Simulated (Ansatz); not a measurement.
Cost and result for the atomization energy of GeH6OSSi, SMILES `O[SiH2][S][GeH3]` (10 atoms, 9 bonds).

```xyz
10

O    -1.868    1.028   -1.121
Si   -1.432   -0.327   -0.303
S    -0.384    0.076    1.509
Ge    1.689   -0.054    0.706
H    -1.190    1.679   -1.306
H    -0.560   -1.195   -1.141
H    -2.700   -1.002    0.039
H     2.045   -1.514    0.395
H     2.602    0.516    1.798
H     1.798    0.792   -0.576
```

Charge 0, multiplicity 1. Correlated methods include outer-core shells of Ge, which these sets cover unevenly. Scalar relativity is left out up to krypton. The geometry is a stationary point of PBE0-D4/def2-TZVP. It is one conformer, not always the lowest. Program: Ansatz. All runs use 4 threads of an INTEL XEON PLATINUM 8581C on a shared host. Times are those of one run each, without the atoms' runs, and a repeat can differ threefold. Electronic energies, without spin–orbit coupling; frozen cores. CCSD(T)/CBS adds CCSD(T) − MP2 in def2-TZVPP to the MP2 limit, and its time is that of the two runs behind it. T1 = 0.012. With those shells the extrapolation isn't a true limit. HSE06 is the plane-wave form, built on full-range PBE exchange.

CCSD(T)/CBS is a level of theory with its own doubt, some kJ/mol a heavy atom from the limit and from the frozen cores, so smaller differences don't rank the functionals.

```csv
level,functions,wall time,atomization (kcal/mol),difference from CCSD(T)/CBS,per bond
revPBE-D4/def2-TZVPP,247,1.1 s,723.6,-23.0,-2.6
BLYP-D4/def2-TZVPP,247,1.2 s,730.6,-16.0,-1.8
PBE-D4/def2-TZVPP (with forces),247,1.4 s,738.9,-7.7,-0.9
PBE0-D4/def2-TZVPP,247,2.1 s,731.5,-15.1,-1.7
HSE06-D4/def2-TZVPP,247,2.3 s,731.8,-14.8,-1.6
BHLYP-D4/def2-TZVPP,247,2.3 s,722.2,-24.4,-2.7
r2SCAN-D4/def2-TZVPP (with forces),247,2.5 s,743.4,-3.2,-0.3
CAM-B3LYP-D4/def2-TZVPP,247,2.7 s,740.1,-6.5,-0.7
CCSD(T)/def2-SVP,112,3.1 s,681.7,-64.9,-7.2
PBE-QIDH/def2-TZVPP,247,3.4 s,732.5,-14.1,-1.6
MP2/def2-QZVPP,466,20 s,742.3,-4.3,-0.5
CCSD(T)/def2-TZVPP,247,73 s,726.1,-20.5,-2.3
CCSD(T)/CBS(def2),–,93 s,746.6,0.0,0.0
```

The D4 term adds +9.6 kcal/mol with B3LYP and +5.0 kcal/mol with PBE0; it sums over pairs of atoms, weighted by their polarisabilities, and B3LYP, whose exchange is more repulsive, gets the larger term. From PBE to PBE0 (25 % exact exchange), in def2-TZVPP and without D4, the atomization energy moves by −6.5 kcal/mol: exact exchange takes away binding that semilocal exchange gives to molecules. Leaving LDA and LC-ωPBE aside and taking each functional with its dispersion term where it has one, the values, not all of them listed here, spread over 27.8 kcal/mol, from BHLYP-D4 to B97M-V. LDA lies +104.5 kcal/mol from PBE without D4, its usual overbinding.

B3LYP here is the variant with VWN-RPA as its local correlation; programs differ in this.

For some Ge, Se and Sn compounds the MP2-based and the directly extrapolated limit differ by 10 to 25 kJ/mol.
